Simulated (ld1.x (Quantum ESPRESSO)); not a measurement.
## An odd input for ld1.x (Quantum ESPRESSO) 7.5 (In)

Command:

```bash
ld1.x < In.in > In.out
```

Input:

```
&input
   title='In', zed=49., rel=2, dft='PBESOL', iswitch=3, xmin=-3.0,
   config='[Kr] 4d10 5s1 5p2', rel_dist='average',
   nld=3, rlderiv=3.30, eminld=-3.0, emaxld=5.0, deld=0.02
 /
 &inputp
   pseudotype=2, tm=.true., lloc=-2, rcloc=2.05,
   nlcc=.false.,
   file_pseudopw='In.UPF', file_wfcaegen='ae.wfc', file_wfcncgen='nc.wfc', file_beta='beta', file_chi='chi'
 /
2
5S  1  0   1.00   0.00  2.05  2.05  0.0
5P  2  1   2.00   0.00  3.05  3.05  0.0
 &test
   configts(1)='5s1 5p2'
 /
```

This is an input that runs to its end, with one change: mesh start xmin=-3.0.

Question: How does the run end?

Answer: The program runs through. The occupied levels of the test differ from the all-electron ones by at most 0.00000 Ry (unchanged input: 0.00000 Ry).

```
     dft =PBESOL   lsd =0 sic =0 latt =0  beta=0.20 tr2=1.0E-14
     mesh = 921 r(mesh) = 100.30140 xmin = -3.00 dx = 0.01250

     n l  j  nl             e AE (Ry)       e PS (Ry)    De AE-PS (Ry)
     1 0 0.5 5S   1( 1.00)       -0.67977       -0.67977        0.00000
     2 1 0.5 5P   1( 0.67)       -0.25533       -0.25533       -0.00000
     2 1 1.5 5P   1( 1.33)       -0.22984       -0.22984        0.00000

     eps = 1.8E-15  iter =  8

     Etot =  -11103.028722 Ry,   -5551.514361 Ha, -151064.401521 eV
     Etotps =    -3.399880 Ry,      -1.699940 Ha,     -46.257720 eV

     Ekin =       1.375472 Ry,       0.687736 Ha,      18.714247 eV
     Encl =      -7.054208 Ry,      -3.527104 Ha,     -95.977383 eV
     Ehrt =       2.558126 Ry,       1.279063 Ha,      34.805079 eV
     Ecxc =      -1.058685 Ry,      -0.529343 Ha,     -14.404144 eV
     Epseu=       0.779415 Ry,       0.389707 Ha,      10.604481 eV

     ---------------------- End of pseudopotential test ----------------------
```
